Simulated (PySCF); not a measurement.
## C5H11NOSi2: core ionisation energies

Species: C₅H₁₁NOSi₂.
Numbering: `[CH:1]#[C:2][Si@@H:3]1[CH2:4][CH2:5][Si@@H:6]([NH:7][CH3:8])[O:9]1`

Theory: delta-SCF UKS SCAN, pcX-2 on the ionised atom, pcseg-1 elsewhere, spin-free X2C (PySCF). Vertical ΔSCF values, vacuum level as zero.

Question: What binding energy does each computed site have?

Answer: 
| atom(s) | environment | level | binding energy (eV) | 2p1/2 (eV) | above the level's lowest (eV) | count |
| --- | --- | --- | --- | --- | --- | --- |
| Si3 | oxygen-bound silicon | Si 1s | 1847.09 | – | +0.19 | 1 |
| Si6 | oxygen-bound silicon | Si 1s | 1846.90 | – | 0.00 | 1 |
| O9 | siloxane oxygen | O 1s | 537.25 | – | 0.00 | 1 |
| N7 | silicon-bound nitrogen | N 1s | 404.29 | – | 0.00 | 1 |
| C8 | N-methyl carbon | C 1s | 291.70 | – | +1.69 | 1 |
| C1 | terminal alkyne carbon | C 1s | 290.40 | – | +0.39 | 1 |
| C2 | alkyne carbon | C 1s | 290.12 | – | +0.11 | 1 |
| C4 | sp3 carbon bound to silicon | C 1s | 290.10 | – | +0.09 | 1 |
| C5 | sp3 carbon bound to silicon | C 1s | 290.01 | – | 0.00 | 1 |
| Si3 | oxygen-bound silicon | Si 2p3/2 | 107.11 | 107.74 | +0.20 | 1 |
| Si6 | oxygen-bound silicon | Si 2p3/2 | 106.91 | 107.53 | 0.00 | 1 |

The listed C 1s values span 1.69 eV, from C5 (bonded to C, 2 H and Si) to C8 (bonded to N and 3 H). Summing the Pauling electronegativity differences to the bonded atoms, each weighted by its formal bond order, gives -1.35 for the lowest site and -0.56 for the highest; the largest sum, -0.35, belongs to C1, 1.30 eV below the top. The values 290.10 and 290.12 eV lie too close for their order to be trusted.

The 2 Si 1s values lie within 0.19 eV of each other; Gaussian lines of 0.5 eV full width would blend them into one maximum.

The 2 Si 2p3/2 values lie within 0.20 eV of each other.

Question: Which photon wavelength matches the Si 1s of Si3 threshold?

Answer: λ = hc/E = 12398.42 eV Å / 1847.09 eV = 6.712 Å.

Question: Which effective nuclear charge Zeff reproduces each element's mean 1s value in the hydrogen-like formula E = 13.606 eV × Zeff²?

Answer: C (Z = 6): mean 290.5 eV, Zeff = 4.62, Z − Zeff = 1.38; N (Z = 7): mean 404.3 eV, Zeff = 5.45, Z − Zeff = 1.55; O (Z = 8): mean 537.3 eV, Zeff = 6.28, Z − Zeff = 1.72; Si (Z = 14): mean 1847.0 eV, Zeff = 11.65, Z − Zeff = 2.35. Means run over the listed sites, weighted by atom count.

The unrestricted hole states depart most from a pure doublet (⟨S²⟩ = 0.75; over 0.85 named) for C 1s of C1 (0.87) and C 1s of C2 (0.88), which makes these values less certain. The 2p values aren't plain energy differences: one relaxed spin-free 2p hole is combined with a matrix within the shell (ground-state 2p orbital-energy differences and spin–orbit coupling). 2p3/2, the mean of its two sublevels, lies a third of the splitting below the shell's mean and 2p1/2 two thirds above it; the statistical areas are 2:1. 2p1/2 minus 2p3/2 (ligand field included): Si 0.63 eV. Isolated species at its PBE0-D3(BJ)/def2-SVP geometry (one conformer only).

On one thread, Intel Xeon Platinum 8488C (x86_64), no GPU, shared host, this took 3.7 min wall and 0.68 GiB of memory at its peak.
